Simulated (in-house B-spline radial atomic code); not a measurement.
Orbital energies and mean radii along the 9-electron series, configuration [He] 2s2 2p5. The effective charge is n√(-2ε), a non-relativistic measure. Computed with a radial B-spline atomic code at the basis-set limit: non-relativistic Hartree-Fock, average of the configuration, point nuclei.

```
  ion   Z  energy of 1s (Eh)  mean radius of 1s (bohr)  energy of 2p (Eh)  mean radius of 2p (bohr)  energy of 2s (Eh)  mean radius of 2s (bohr)  effective charge of 1s
    F   9            -26.383                   0.17575           -0.73002                    1.0848            -1.5725                    1.0011                   7.264
  Ne+  10            -33.612                   0.15757            -1.6066                   0.87588            -2.6191                   0.86028                  8.1991
 Mg3+  12            -51.126                   0.13049            -4.1382                   0.63984            -5.4998                   0.66902                  10.112
 Al4+  13            -61.397                   0.12015            -5.7863                   0.56514             -7.324                   0.60183                  11.081
 Si5+  14                  ?                         ?                  ?                         ?                  ?                         ?                       ?
  P6+  15            -84.958                   0.10367            -9.8402                   0.45896            -11.731                   0.50111                  13.035
  S7+  16            -98.243                  0.097012            -12.245                   0.41977            -14.312                   0.46241                  14.017
 Cl8+  17            -112.53                  0.091152            -14.901                   0.38682            -17.145                   0.42926                  15.002
 Ar9+  18            -127.82                  0.085956            -17.807                   0.35872            -20.229                   0.40055                  15.989
 K10+  19            -144.12                  0.081318            -20.965                   0.33446            -23.563                   0.37544                  16.977
Ca11+  20            -161.41                  0.077153            -24.373                   0.31331            -27.148                    0.3533                  17.967
Sc12+  21            -179.71                  0.073393            -28.032                   0.29469            -30.984                   0.33363                  18.958
Ti13+  22                  ?                         ?                  ?                         ?                  ?                         ?                       ?
 V14+  23             -219.3                  0.066871            -36.101                   0.26342            -39.407                    0.3002                  20.943
Cr15+  24             -240.6                  0.064026            -40.511                   0.25016            -43.993                   0.28588                  21.936
Mn16+  25             -262.9                  0.061411            -45.171                   0.23818             -48.83                   0.27287                   22.93
Fe17+  26             -286.2                  0.059002            -50.082                    0.2273            -53.918                   0.26099                  23.925
Co18+  27                  ?                         ?                  ?                         ?                  ?                         ?                       ?
Ni19+  28             -335.8                  0.054708            -60.653                   0.20828            -64.843                   0.24008                  25.915
Cu20+  29             -362.1                  0.052786            -66.314                   0.19992             -70.68                   0.23084                  26.911
Zn21+  30             -389.4                  0.050995            -72.226                   0.19221            -76.768                   0.22228                  27.907
```

(1) Fill in the row of Si5+.

(2) Fill in the row of Ti13+.

(3) Fill in the row of Co18+.

(4) How does the screening of 1s change?

Answers

(1) energy of 1s (Eh): -72.675; mean radius of 1s (bohr): 0.11131; energy of 2p (Eh): -7.6872; mean radius of 2p (bohr): 0.50642; energy of 2s (Eh): -9.4014; mean radius of 2s (bohr): 0.54688; effective charge of 1s: 12.056.

(2) energy of 1s (Eh): -199; mean radius of 1s (bohr): 0.069981; energy of 2p (Eh): -31.941; mean radius of 2p (bohr): 0.27817; energy of 2s (Eh): -35.07; mean radius of 2s (bohr): 0.31603; effective charge of 1s: 19.95.

(3) energy of 1s (Eh): -310.5; mean radius of 1s (bohr): 0.056774; energy of 2p (Eh): -55.242; mean radius of 2p (bohr): 0.21737; energy of 2s (Eh): -59.255; mean radius of 2s (bohr): 0.2501; effective charge of 1s: 24.92.

(4) Z less the effective charge goes from 1.74 at Z = 9 to 2.09 at Z = 30.
